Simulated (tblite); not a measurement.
Species: C5H14BNSi2.
Numbering: `[CH3:1]/[CH:2]=[CH:3]/[Si@@H:4]1[BH:5][NH:6][SiH2:7][CH2:8][CH2:9]1` (hydrogens: H10, H11, H12 on C1; H13 on C2; H14 on C3; H15 on Si4; H16 on B5; H17 on N6; H18, H19 on Si7; H20, H21 on C8; H22, H23 on C9)

Computed with GFN2-xTB (tblite), gas phase: L-BFGS steps from a force-field or distance-geometry start until the largest atomic force falls under 0.01 eV/Å.

Geometry at step 26:
```
atom  x, y, z in Å
C1      4.0447   -0.6798    0.2311
C2      2.8052   -0.3019   -0.5191
C3      1.6916    0.1599    0.0340
Si4     0.1004    0.6197   -0.8856
B5     -1.0322    1.9944   -0.0286
N6     -2.4004    1.7460    0.1556
Si7    -3.2668    0.2272    0.0674
C8     -1.9115   -1.0885    0.1870
C9     -0.9147   -1.0062   -0.9706
H10     3.8135   -0.8827    1.2745
H11     4.5121   -1.5690   -0.1888
H12     4.7624    0.1410    0.1735
H13     2.8515   -0.4148   -1.5942
H14     1.6995    0.2394    1.1144
H15     0.4934    0.9029   -2.2899
H16    -0.6214    3.0521    0.3112
H17    -3.0159    2.4942    0.4625
H18    -4.1518    0.2882    1.2447
H19    -4.0357    0.0364   -1.1751
H20    -2.3475   -2.0865    0.2603
H21    -1.3661   -0.9226    1.1160
H22    -0.2648   -1.8798   -0.9633
H23    -1.4505   -1.0428   -1.9150
```

Question: Give the atomic forces at this geometry.

Answer: 
| atom | Fx (eV/Å) | Fy (eV/Å) | Fz (eV/Å) |
| --- | --- | --- | --- |
| C1 | -0.080 | -0.005 | -0.023 |
| C2 | -0.041 | -0.072 | -0.111 |
| C3 | 0.061 | -0.066 | 0.043 |
| Si4 | -0.101 | 0.140 | 0.176 |
| B5 | -0.060 | 0.140 | -0.067 |
| N6 | -0.071 | 0.069 | -0.065 |
| Si7 | 0.041 | -0.147 | 0.024 |
| C8 | -0.005 | 0.013 | 0.072 |
| C9 | -0.084 | -0.042 | -0.035 |
| H10 | 0.039 | 0.118 | 0.047 |
| H11 | -0.022 | 0.036 | -0.086 |
| H12 | 0.022 | -0.077 | 0.049 |
| H13 | 0.072 | 0.047 | -0.018 |
| H14 | -0.089 | 0.071 | 0.119 |
| H15 | 0.036 | -0.001 | -0.012 |
| H16 | -0.093 | -0.051 | -0.081 |
| H17 | 0.361 | 0.014 | -0.008 |
| H18 | -0.011 | -0.104 | -0.086 |
| H19 | 0.039 | 0.169 | 0.063 |
| H20 | -0.004 | -0.039 | -0.072 |
| H21 | 0.043 | -0.110 | 0.137 |
| H22 | 0.081 | -0.062 | 0.065 |
| H23 | -0.134 | -0.041 | -0.134 |

The largest, 0.36 eV/Å, acts on H17; the rms over all components is 0.089 eV/Å. The forces sum to zero within rounding, as they must for an isolated molecule in no field.

Question: Give the force on H17 in Eh/bohr and in nN.

Answer: 0.361 eV/Å ÷ 51.422 = 0.00703 Eh/bohr, and 0.361 eV/Å × 1.602 = 0.58 nN.

Question: How far is this geometry from the end of the optimisation?

Answer: 0.124 eV above it, and 0.459 Å rms away after alignment. The bonds farthest from their final lengths, with half the difference of the two atoms' forces along the bond (positive lengthens):

| bond | now (Å) | final (Å) | force along bond (eV/Å) |
| --- | --- | --- | --- |
| Si4–B5 | 1.977 | 1.964 | -0.06 |
| B5–N6 | 1.403 | 1.397 | +0.01 |
| C9–H23 | 1.086 | 1.092 | +0.06 |
| B5–H16 | 1.184 | 1.179 | -0.09 |
| N6–H17 | 1.016 | 1.011 | -0.14 |
| Si4–C9 | 1.919 | 1.923 | +0.08 |

The angle farthest from its final value is N6–Si7–H19, 114.4° against 107.2°.

The cost below is that of the whole relaxation. Time: 1.6 s. Hardware: an Arm Neoverse V2 with one thread, on a shared host.
